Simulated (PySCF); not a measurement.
**Correlation energy of Kr(2+) (krypton, charge +2)**

[Ar] 3d10 4s2 4p4, high-spin 3P determinant. All numbers are calculated (PySCF 2.14, a scalar-relativistic core potential, in cc-pVDZ-PP with ECP10MDF). Frozen: 3s2 3p6 3d10; 6 electrons correlated.

MP2 pair energies summed by pair of shells (mhartree):

```tsv
pair	energy	share (%)
4p-4p	-36.11	49.5
4s-4p	-31.63	43.4
4s-4s	-5.14	7.1
```

Total MP2 correlation energy: -72.88 mhartree.

Same-spin part -18.03 and opposite-spin part -54.84 mhartree; SCS-MP2 scales them by 1/3 and 6/5 to -71.82 mhartree.

```
  level  correlation energy (mhartree)
   CCSD                         -88.02
    (T)                          -0.74
CCSD(T)                         -88.76
```

Diagnostics: T1 = 0.0054, D1 = 0.0178, largest double amplitude 0.052.

**Question.** Is a single reference adequate?

**Answer.** Yes, within this model without spin-orbit coupling: T1 lies below 0.03 and no double amplitude reaches 0.07.
